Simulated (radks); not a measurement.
Values are calculated unless marked as measured or tabulated.
Problem. Nb31+, 10 electrons, occupied as [He] 2s1 2p6 3p1 (not the ground configuration). Code: a radial shooting solver on a logarithmic mesh with Libxc functionals. Model: scalar-relativistic Kohn-Sham, PBE, spin-polarised, spherical densities, finite nucleus; open shells are filled with parallel spins first (spin-orbit coupling, left out, can overturn this in heavy ions); Fermi nuclear charge, rms radius 4.324 fm. Some entries of the table are withheld. Estimate them.

orbital,occ.,eigenvalue (Ry),<r> (bohr)
1s up,1,-1515.920,0.03605
1s down,1,-1515.213,0.03605
2s up,1,-316.2116,0.1541
2s down,0,-315.0296,0.1541
2p up,3,-297.4401,0.1336
2p down,3,-296.3748,0.1336
3s up,0,-128.1646,(1)
3s down,0,-126.9907,(2)
3p up,1,-122.3008,0.3570
3p down,0,-121.1758,0.3566
3d up,0,(3),(4)
3d down,0,(5),(6)
4p up,0,-66.42598,0.6744
4f up,0,-62.42172,0.5588

Solution. 
(1) 3s up <r> (bohr): 0.3704
(2) 3s down <r> (bohr): 0.3701
(3) 3d up eigenvalue (Ry): -115.4498
(4) 3d up <r> (bohr): 0.3133
(5) 3d down eigenvalue (Ry): -114.3220
(6) 3d down <r> (bohr): 0.3130
